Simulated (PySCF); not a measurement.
C6H13FO.
Cartesian coordinates in Å at the PBE0-D3(BJ)/def2-SVP level; atoms count from 1:
```xyz
21
C6H13FO angstrom
C      2.796    0.432    0.944
O      1.435    0.578    0.693
C      0.912   -0.399   -0.158
C     -0.566   -0.130   -0.423
C     -1.121   -1.246   -1.307
C     -0.744    1.229   -1.100
C     -1.294   -0.132    0.918
F     -2.643    0.066    0.734
H      3.396    0.486    0.015
H      3.108    1.248    1.610
H      3.026   -0.533    1.439
H      1.037   -1.409    0.290
H      1.459   -0.411   -1.125
H     -0.630   -1.252   -2.293
H     -2.199   -1.106   -1.462
H     -0.973   -2.236   -0.846
H     -0.317    1.220   -2.115
H     -0.239    2.016   -0.522
H     -1.812    1.480   -1.178
H     -0.905    0.668    1.567
H     -1.155   -1.101    1.429
```

Linear response at CAM-B3LYP/def2-SVPD (PySCF, frozen core in the response, non-relativistic).

Static isotropic polarisability: 80.16 au (11.88 Å³), principal values 75.8, 76.4, 88.4 au.

(1) What is the polarisability at 1064 nm and at the sodium D line?

(2) What is the isotropic C6 coefficient between two such molecules, C6 = (3/π)∫α(iω)² dω?

(3) Which effective excitation energy ω̄ makes London's formula C6 = (3/4)α²ω̄ exact here?

(4) How many electrons N does the Slater–Kirkwood formula C6 = (3/4)·√N·α^(3/2) need to give this C6?

(5) What three-body coefficient follows from the one-pole estimate C9 = (3/4)·α·C6?

(6) What molar refraction at the D line follows from R = (4π/3)·N_A·α′, with α′ the polarisability volume?

(7) What does −C6/R⁶ come to at R = 12 Å between centres?

Answers

(1) 80.66 au at 1064 nm (+0.6 %), 81.81 au at 589.3 nm (+2.0 %). The rise at 589.3 nm is 3.33 times that at 1064 nm; a pure ω² law gives 3.26. The lowest singlet lies at 171 nm, shorter than both wavelengths.

(2) 3004 au (Eh·bohr⁶) by a ten-point quadrature over imaginary frequencies, which is 1800 eV·Å⁶ or 173 J·nm⁶/mol.

(3) ω̄ = 4·C6/(3α²) = 0.623 Eh = 17.0 eV. A one-pole form α(ω) = α/(1 − ω²/ω̄²) fitted to the 1064 nm value gives 14.9 eV.

(4) N = (4·C6/3)²/α³ = 31.1; the species has 66 electrons in all.

(5) 181000 au. This is an estimate from the two numbers above, not a computed integral.

(6) α′ = 12.12 Å³ gives R = 30.58 cm³/mol, for isolated, non-vibrating species.

(7) -58 J/mol. This is the leading, orientation-averaged term; C8 and higher terms are left out.

One conformer stands for the species.
